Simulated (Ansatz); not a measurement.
Z-matrix (Å, degrees):
```
C
Mo 1 2.960
O 1 1.402 2 30.2
H 1 1.096 2 88.5 3 -140.6
H 1 1.096 2 102.2 3 110.8
H 1 1.094 2 137.2 3 -24.0
N 2 1.731 1 127.9 3 25.9
N 2 1.732 1 90.5 3 147.2
N 2 1.941 1 107.5 3 -105.1
H 7 1.010 2 154.9 1 113.0
H 8 1.011 2 154.7 1 -132.0
H 9 1.008 2 123.1 1 120.5
H 9 1.008 2 122.9 1 -79.6
```

The species carries charge 0 and has multiplicity 1. Mo takes the def2 core potential.

List the PBE/def2-TZVPP orbital energies in eV (the Gaussian-basis code of Ansatz). (An estimate is asked.)

Ansatz gave: Occupied: -510.19, -380.21, -380.13, -379.96, -269.95, -67.55, -41.76, -41.51, -41.38, -24.55, -20.57, -19.11, -18.88, -16.35, -12.09, -11.44, -11.28, -10.97, -10.81, -10.47, -9.90, -7.97, -7.86, -7.20, -6.59, -6.47, -6.11, -5.84. Lowest empty: -1.73, -1.61, -0.80, -0.55, -0.28, -0.17, 0.56, 0.60.
